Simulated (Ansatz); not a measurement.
Abridged output of a molecular run in Ansatz:

```
Functional definition: HF
791 factors; integrals over basis functions are off by at most 9.7e-4 eV
mean field evaluation 1: about -70171.8681 eV, gradient 3.0e1 eV
mean field evaluation 2: about -70171.8941 eV, gradient 3.0e1 eV
mean field evaluation 4: about -70173.7501 eV, gradient 1.5e0 eV
mean field evaluation 8: about -70173.7680 eV, gradient 9.9e-2 eV
mean field -70173.76804654 eV, -2578.8384102219 hartree, gradient 2.4e-6 eV, S^2 0.000000; 0 other end points of the search recorded, 0 dependent functions left out
16 core orbitals not correlated, not the lowest: weight in the atoms' cores, before any rotation towards them, 1.000 or more for the frozen orbitals, at most 0.000 for the correlated occupied ones
reference -70173.76804654 eV, -2578.8384102219 hartree; 19, 19 occupied and 51, 51 virtual orbitals, 791 factors
second order -20.13915015 eV of doubles, -0.00000000 eV of singles
cycle   1  -19.57285817 eV  change    5.7e-1 eV  update   1.1e-1
cycle   2  -20.14568344 eV  change   -5.7e-1 eV  update   4.1e-2
cycle   3  -20.24750640 eV  change   -1.0e-1 eV  update   1.8e-2
cycle   4  -20.23386437 eV  change    1.4e-2 eV  update   3.9e-3
cycle   5  -20.23096203 eV  change    2.9e-3 eV  update   2.0e-3
cycle   6  -20.23227377 eV  change   -1.3e-3 eV  update   5.3e-4
cycle   7  -20.23222490 eV  change    4.9e-5 eV  update   2.2e-4
cycle   8  -20.23213978 eV  change    8.5e-5 eV  update   8.3e-5
cycle   9  -20.23216422 eV  change   -2.4e-5 eV  update   2.8e-5
perturbative correction -0.48075157 eV, -0.0176672944 hartree
Total energy: -70194.48096233 eV, -2579.5995958376 hartree
```

Its atoms:

```xyz
5

F     0.680   -0.022    1.624
Al    0.287   -0.377    0.060
Cl    1.436    0.548   -1.436
Zn   -1.847    1.515    0.007
H    -0.556   -1.663   -0.256
```

(1) Which basis set was used?
A. cc-pV(Q+d)Z
B. def2-TZVPP
C. def2-SVP
D. def2-SVPD

(2) Write the keys of the input that set method, charge and spin (a neutral closed shell needs none for the last two).

Results:

(1) C. It gives 86 functions.

(2) 
```yaml
correlation: {method: ccsd_t}
```
